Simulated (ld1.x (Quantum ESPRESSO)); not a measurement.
## What one change does to a pseudopotential (N (Z = 7), TM)

ld1.x (Quantum ESPRESSO) 7.5 input, shortened:

```
&input
   title='N', zed=7., rel=1, dft='PZ', iswitch=3,
   config='[He] 2s1.5 2p3.5'
 /
 &inputp
   pseudotype=2, tm=.true., lloc=-2, rcloc=1.70,
   nlcc=.false.
 /
2
2S  1  0   1.50   0.00  0.70  0.70  0.0
2P  2  1   3.50   0.00  1.80  1.80  0.0
 &test
   configts(1)='2s1.5 2p3.5'
 /
```

Change: wave 2s (bound): rc 0.70 bohr becomes 2s (bound): rc 1.06 bohr.

Cutoffs: the cutoffs (Ry, on a coarse ladder) from which the occupation-weighted sum of valence levels, in a spherical-Bessel basis at the reference potential, stays within 10 and 1 mRy of its value at 400 Ry; they do not see the model core or the augmentation charge, which bear on the density cutoff. Errors are all-electron minus pseudo energies relative to the spin-unpolarised reference configuration.

Task: Predict the effect on cutoff, ghosts and configuration errors.

Result: The potential gets softer (120 Ry and 260 Ry → 45 Ry and 110 Ry); of the 9 tests that both files solve, the error grows in 0 and shrinks in 1 by more than 15 % and 0.3 meV (median size 31.3 → 28.3 meV); neither file shows a bound ghost. A larger radius leaves more room for a smooth pseudo-wave, so fewer plane waves are needed.

```tsv
quantity	base	changed
cutoff, loose	120 Ry	45 Ry
cutoff, tight	260 Ry	110 Ry
loose cutoff by channel (10 mRy a level)	s 110 Ry, p 35 Ry	s 40 Ry, p 35 Ry
bound ghosts	none	none
error for 2s2 2p3, meV [ΔE -5.60 eV]	+3.0	+3.0
error for 2s2 2p2, meV [ΔE 8.14 eV]	+59	+59
error for 2s2 2p1, meV [ΔE 37.11 eV]	+368	+369
error for 2s2 2p3.3, meV [ΔE -7.26 eV]	-1.7	-1.7
error for 2s2 2p2.5, meV [ΔE -0.43 eV]	+19	+19
error for 2s0 2p5, meV [ΔE 16.86 eV]	+31	+28
error for 2s1 2p4, meV [ΔE 5.61 eV]	+3.3	+2.8
error for 2s1.5 2p3.5 (spin-polarised), meV [ΔE -3.03 eV]	+236	+236
error for 2s2 2p3 (spin-polarised), meV [ΔE -8.49 eV]	+209	+208
s: phases at 1.96 bohr within 0.05 rad from the reference energy up to (Ry; the scan ends near 5)	2.4	2.3
p: phases at 1.96 bohr within 0.05 rad from the reference energy up to (Ry; the scan ends near 5)	2.1	2.1
```
